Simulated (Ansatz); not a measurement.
PPSbSb tetrahedron (Sb₂P₂). Charge 0, multiplicity 1. Geometry r2SCAN-D4/def2-SVP, basis def2-TZVP, Ansatz.

| run | HOMO (eV) | LUMO (eV) |
| --- | --- | --- |
| A | -6.78 | -1.64 |
| B | -5.98 | -2.21 |
| C | -6.39 | -1.83 |
| D | -6.63 | -1.68 |
| E | -5.52 | -2.15 |
| F | -5.91 | -2.49 |

In the def2 sets Sb takes a core potential; there is no spin–orbit coupling. B3LYP takes the VWN-RPA correlation.

Question: The runs used B3LYP, BLYP, LDA (SPW92), PBE0, r2SCAN, r2SCAN0. Estimate which is which.

Answer: A r2SCAN0 (25 % exact exchange); B r2SCAN (0 % exact exchange); C B3LYP (20 % exact exchange); D PBE0 (25 % exact exchange); E BLYP (0 % exact exchange); F LDA (SPW92) (0 % exact exchange). Exact exchange lowers occupied and raises empty levels; among semilocal functionals meta-GGAs tend to open the gap a little, and such runs are hard to tell apart. The gap grows from 3.36 eV (BLYP) to 5.14 eV (r2SCAN0).
